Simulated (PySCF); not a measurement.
Al(All)(Cl)(OH) (C₃H₆AlClO), SMILES C=C[CH2][Al]([OH])[Cl].

The structure is a stationary point at B3LYP-D3(BJ)/def2-SVP. One conformer was computed; it need not be the lowest.

Computed with TDA-PBE/def2-SVPD (PySCF).

Vertical excitations. Gas-phase values at a fixed geometry.

Computed lowest excited states:
| state | energy (eV) | λ (nm) | f | main pairs |
|---|---|---|---|---|
| S1 | 4.68 | 265 | 0.059 | HOMO→LUMO 69 %, HOMO→LUMO+1 29 % |
| S2 | 5.30 | 234 | 0.106 | HOMO→LUMO+1 46 %, HOMO→LUMO+2 38 %, HOMO→LUMO 14 % |
| S3 | 6.04 | 205 | 0.025 | HOMO−1→LUMO 75 % |
| S4 | 6.17 | 201 | 0.026 | HOMO→LUMO+3 53 %, HOMO→LUMO+2 16 %, HOMO−1→LUMO 10 % |
| S5 | 6.21 | 200 | 0.004 | HOMO−2→LUMO 81 % |
| S6 | 6.45 | 192 | 0.116 | HOMO→LUMO+3 32 %, HOMO→LUMO+2 13 %, HOMO−4→LUMO 12 %, HOMO→LUMO+4 11 % |
| S7 | 6.58 | 188 | 0.037 | HOMO→LUMO+4 32 %, HOMO−1→LUMO+1 29 %, HOMO−3→LUMO 24 %, HOMO−4→LUMO 11 % |
| S8 | 6.60 | 188 | 0.015 | HOMO−1→LUMO+1 51 %, HOMO→LUMO+4 35 %, HOMO−2→LUMO+1 9 % |
| S9 | 6.67 | 186 | 0.020 | HOMO−3→LUMO 61 %, HOMO−4→LUMO 14 % |
| S10 | 6.73 | 184 | 0.036 | HOMO−2→LUMO+1 66 % |
| T1 | 3.83 | 324 | 0 | HOMO→LUMO 82 % |
| T2 | 4.62 | 268 | 0 | HOMO→LUMO+1 77 %, HOMO→LUMO 15 % |
| T3 | 5.14 | 241 | 0 | HOMO→LUMO+2 84 % |
| T4 | 5.90 | 210 | 0 | HOMO−1→LUMO 71 %, HOMO−2→LUMO 27 % |
Triplets are in the Tamm–Dancoff approximation.
